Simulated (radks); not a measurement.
Species: Co0.5-. Configuration: [Ar] 3d8 4s1.5 (fractional occupations, a model configuration).

Calculated with a radial shooting solver on a logarithmic mesh with Libxc functionals: scalar-relativistic Kohn-Sham, PBEsol, spin-unpolarised, spherical densities, finite nucleus; Fermi nuclear charge, rms radius 3.7875 fm.

Energy parts (eV):
total: -37878.109
kinetic: 38361.754
electron-nucleus: -90979.439
Hartree: 16326.400
exchange-correlation: -1586.824

Orbitals (lengths in bohr, moments of r in powers of bohr):
| orbital | occ. | eigenvalue (eV) | <1/r> |
|---|---|---|---|
| 1s | 2 | -7577.498 | 27.01 |
| 2s | 2 | -889.5748 | 5.810 |
| 2p | 6 | -761.0093 | 5.703 |
| 3s | 2 | -94.0640 | 1.826 |
| 3p | 6 | -57.5566 | 1.678 |
| 4s | 1.5 | -1.4836 | 0.3933 |
| 3d | 8 | -0.9563 | 1.207 |

The highest occupied level is 3d at -0.956 eV. Summed over all electrons, <r^2> = 44.55 bohr^2, which gives a Langevin (diamagnetic) susceptibility term of -35.3 x 10^-6 cm^3/mol. The electron density at the nucleus is 1.733e+04 e/bohr^3 (large components only).
